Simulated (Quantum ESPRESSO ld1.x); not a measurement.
As IX, configuration [Ne] 3s1 3p6 3d7 4d1 (not the ground configuration). Calculated with ld1.x of Quantum ESPRESSO 7.5: Dirac Kohn-Sham, LDA (Slater exchange, Perdew-Zunger correlation), spin-unpolarised, spherical densities, point nucleus; open shells are shared between the two j in proportion to 2j + 1.

Spin-orbit splittings of the eigenvalues, e(l+1/2) - e(l-1/2), with zeta = 2 splitting/(2l+1) and mean radii in bohr:

| shell | occ. | splitting (eV) | zeta (eV) | <r> j=l-1/2 | <r> j=l+1/2 |
|---|---|---|---|---|---|
| 2p | 6 | 36.57 | 24.38 | 0.1746 | 0.1783 |
| 3p | 6 | 5.694 | 3.796 | 0.5756 | 0.5841 |
| 3d | 7 | ? | ? | 0.5736 | 0.5763 |
| 4d | 1 | 0.1862 | 0.07449 | 1.612 | 1.616 |

Estimate the 3d splitting.

Answer. 0.9536 eV (zeta = 0.3814 eV).
